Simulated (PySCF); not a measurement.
One of the candidates below gave these computed data.

All candidates are C5H12Si.

- 13C NMR: chemical shifts (computed TMS as zero) by class: 35.3 (1 C), 27.0 (1 C), 21.9 (2 C), 0.2 (1 C) ppm [GIAO KT3/pcSseg-1]
- UV, strongest line: among the 10 lowest singlet transitions: S10 at 8.51 eV (146 nm, f = 0.095) [TDDFT CAM-B3LYP/def2-SVPD]
- Dipole: 0.60 D [CAM-B3LYP/def2-SVPD]
- NMR, other nuclei: isotropic shieldings of nuclei other than C and H, by class: 362 (1 Si) ppm [GIAO KT3/pcSseg-1]
- Rotational structure: rotational constants A, B, C: 6.174, 1.769, 1.651 GHz [PBE0-D3(BJ)/def2-SVP]
- UV, first state: lowest singlet excitation: 7.33 eV (169 nm, f = 0.011) [TDDFT CAM-B3LYP/def2-SVPD]
- Valence photoelectron: vertical ionisation energy: 9.50 eV [ΔSCF CAM-B3LYP/def2-SVPD]
- 1H NMR: chemical shifts (computed TMS as zero) by class: 5.05 (1 H), 2.83 (1 H), 1.40 (2 H), 1.20 (3 H), 0.84 (2 H), 0.37 (3 H) ppm [GIAO KT3/pcSseg-1]

The electronic properties come from PySCF, for the isolated species, density fitting. Levels stand in brackets. Isolated species at its PBE0-D3(BJ)/def2-SVP geometry (one conformer only). NMR classes are plain means over equivalent atoms (diastereotopic ones count apart unless rotation or inversion swaps them), as if these changed places fast.

Problem. Which candidate is it?
A. `C[C@H]1C[Si@@H](C)C1`
B. `CC(C)[C@H]1C[SiH2]1`
C. `C[C@H]1C[Si@H](C)C1`

Solution. C. It is `C[C@H]1C[Si@H](C)C1`. Numbering: `[CH3:1][C@H:2]1[CH2:3][Si@H:4]([CH3:5])[CH2:6]1`. Its formula, C5H12Si, gives 1 degree of unsaturation: 1 ring and 0 π bonds in the structure found. 5 carbons fall into 4 classes; from least to most shielded: four-membered-ring carbon [C2] (35.3 ppm), methyl carbon [C1] (27.0 ppm), ring sp3 carbon bound to silicon [C3/C6] (21.9 ppm, 2 C), Si-methyl carbon [C5] (0.2 ppm). Hydrogen classes from least to most shielded: 1 H on an SiH silicon, Si4 (5.05 ppm), 1 H on a four-membered-ring carbon, C2 (2.83 ppm), 2 H on 2 like atoms (sp3 carbon bound to silicon), C3/C6 (1.40 ppm), 3 H on a methyl carbon, C1 (1.20 ppm), 2 H on 2 like atoms (sp3 carbon bound to silicon), C3/C6 (0.84 ppm), 3 H on an Si-methyl carbon, C5 (0.37 ppm). The other shieldings belong to: 362 ppm, SiH silicon [Si4]. The first electron is taken from the HOMO, whose largest Löwdin shares are 0.18 on the four-membered-ring carbon, 0.17 on the SiH silicon and 0.16 on each of 2 atoms of one kind (sp3 carbon bound to silicon). The optimised geometry has point group Cs and is an asymmetric top.

The others, at the same levels:
- `C[C@H]1C[Si@@H](C)C1` fails: its computed 1H shifts are 4.57 (1 H), 2.36 (1 H), 1.31 (2 H), 1.17 (3 H), 0.61 (2 H), 0.33 (3 H) ppm, lowest singlet excitation is 7.50 eV (165 nm, f = 0.053) (against 7.33 eV) and strongest line among the 10 lowest singlet transitions is S7 at 8.11 eV (153 nm, f = 0.143) (against S10 at 8.51 eV).
- `CC(C)[C@H]1C[SiH2]1` fails: it has 5 carbon classes against 4; its computed 13C shifts are 37.7 (1 C), 26.2 (1 C), 24.3 (1 C), 19.0 (1 C), 0.1 (1 C) ppm, 1H shifts are 2.57 (1 H), 2.29 (1 H), 1.13 (3 H), 1.12 (3 H), 0.81 (1 H), 0.73 (1 H), 0.56 (1 H), 0.29 (1 H) ppm and lowest singlet excitation is 6.28 eV (197 nm, f = 0.187) (against 7.33 eV).

Each candidate is one conformer, not necessarily the lowest. The conformers computed, where there is a choice (atom-mapped SMILES and torsion angles):
- `[CH3:1][CH:2]([CH3:3])[C@H:4]1[CH2:5][SiH2:6]1`: C1–C2–C4–C5 73°
